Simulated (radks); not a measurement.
Results of a calculation; reference values are marked as such.
Valence configurations of neutral lutetium (all share [Xe]). Level of theory: Dirac Kohn-Sham, LDA (Slater exchange, Perdew-Wang correlation), spin-unpolarised, spherical densities, finite nucleus; open shells fill j = l - 1/2 first; Fermi nuclear charge, rms radius 5.37 fm (a radial shooting solver on a logarithmic mesh with Libxc functionals). Energies are relative to 4f14 5d1 6s2; eigenvalues in eV.

valence               E (eV)  e(4f5/2)  e(4f7/2)  e(5d3/2)  e(6p1/2)  e(6s1/2)
4f14 5d1 6s2           0.000   -10.484    -8.958    -2.042         -    -4.752
4f14 6s2 6p1           0.961   -13.551   -12.024         -    -2.436    -5.996
4f14 5d1.5 6s1.5       1.394    -9.862    -8.337    -1.735         -    -4.592
4f14 5d1 6s1.5 6p0.5   1.585   -11.123    -9.597    -2.537    -1.925    -5.136
4f14 5d2 6s1           2.851    -9.383    -7.858    -1.523         -    -4.488
4f13.5 5d1 6s2 6p0.5   4.764   -15.468   -13.903    -3.598    -2.103    -5.577
4f14 5d3               5.891    -8.765    -7.240    -1.320         -         -
4f13 5d1 6s2 6p1      11.870   -20.877   -19.272    -5.358    -2.582    -6.413
4f13 5d2 6s1 6p1      13.268   -18.763   -17.160    -4.134    -2.301    -5.846
4f12 5d3 6s2          25.822   -25.165   -23.483    -4.162         -    -5.322

NIST lists [Xe] 4f14 5d1 6s2 as the ground configuration; this level of theory agrees among the configurations tried. The energies are those of spherical spin-averaged densities, not of single terms.
